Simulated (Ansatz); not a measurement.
Geometry optimisation, RKS B3LYP/6-31G* in Ansatz 0.2.0.

Input:

```yaml
crystal:
  periodic: [false, false, false]
  atoms:
    - { symbol: Al, position_ang: [0.082699, -0.547272, -0.353764] }
    - { symbol: Cl, position_ang: [-0.19574, 0.20762, 2.978137] }
    - { symbol: F, position_ang: [1.487563, 0.24408, -0.682896] }
    - { symbol: F, position_ang: [-1.353115, 0.042237, -0.901124] }
    - { symbol: "N", position_ang: [0.124695, -2.175745, 0.565896] }
    - { symbol: H, position_ang: [-0.657016, -2.816585, 0.478258] }
    - { symbol: H, position_ang: [0.99444, -2.695721, 0.617111] }
    - { symbol: H, position_ang: [-0.096327, -1.041114, 2.497281] }
basis:
  gaussian: { orbitals: "6-31G*" }
hamiltonian:
  xc: b3lyp
relax:
  f_tol: 0.03
  max_steps: 50
```

Launched with:

```bash
$ ansatz run input.yaml --threads 2 --pin off --max-ram 3072MiB --backend cpu --events-out ev --progress --plain --runs-dir out
```

Q: Where does it end, and by what steps?

A: The run converged. After 14 steps the energy has fallen by 2.447 eV; H8 moved furthest, 1.30 Å. Parted: Cl2–H8 (1.34 → 3.05 Å). Joined: Al1–Cl2 (3.43 → 2.13 Å), N5–H8 (2.25 → 1.02 Å).

```
step  energy less start (eV)  largest force component (eV/Å)  accepted
   0                  0.0000                           1.478       yes
   1                 -0.1409                           0.533       yes
   2                 -0.1908                           0.656       yes
   3                 -0.2923                           1.310       yes
   4                 -0.3960                           1.806       yes
   5                 -0.8792                           2.721       yes
   6                 -1.5887                           1.876       yes
   7                 -2.0586                           2.390       yes
   8                 -2.3111                           0.825       yes
   9                 -2.3891                           0.762       yes
  10                 -2.0545                           2.792        no
  11                 -2.4249                           0.595       yes
  12                 -2.4422                           0.158       yes
  13                 -2.4459                           0.116       yes
  14                 -2.4467                           0.007       yes
```

```xyz
8
Properties=species:S:1:pos:R:3
Al 0.006 -0.132 0.318
Cl -0.201 0.843 2.205
F 1.471 0.034 -0.450
F -1.339 -0.160 -0.658
N 0.100 -2.081 0.875
H -0.665 -2.609 0.452
H 0.980 -2.497 0.568
H 0.035 -2.180 1.889
```

Whether the end is a true minimum wasn't checked by a vibrational analysis.

Run time: 40 s on 2 threads of Arm Neoverse V1 (shared host), peak memory 0.18 GiB.
